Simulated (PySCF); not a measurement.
Computed shifts of a molecule C₂H₁₀OSi₃, PBE/pcSseg-1 (PySCF), GIAO, gas phase, atoms alike by connectivity averaged where their shifts nearly agree, in ppm (number of nuclei): ¹³C: 245.5 (1), -15.9 (1). ²⁹Si: -51.6 (1), -71.8 (1), -115.5 (1). ¹H: 12.77 (1), 4.89 (1), 4.31 (3), 3.87 (3), 0.77 (1), 0.21 (1). References: ¹⁷O against H2O (σ = 334.3 ppm); ¹³C against TMS (σ = 182.0 ppm); ²⁹Si against TMS (σ = 335.4 ppm); ¹H against TMS (σ = 31.49 ppm), references at their B3LYP-D3(BJ)/def2-TZVP geometries, non-relativistic. Geometry: B3LYP-D3(BJ)/def2-SVP. The values are those of a single conformer.

### Question
Which molecule gave these data?
(A) C[Si@H]1[SiH2]CO[SiH2]1
(B) O=C[Si@H]([SiH3])C[SiH3]
(C) C[Si]1(C)[SiH2]O[SiH2]1
(D) O[Si@H]1C[SiH2]C[SiH2]1

### Answer
B, O=C[Si@H]([SiH3])C[SiH3]
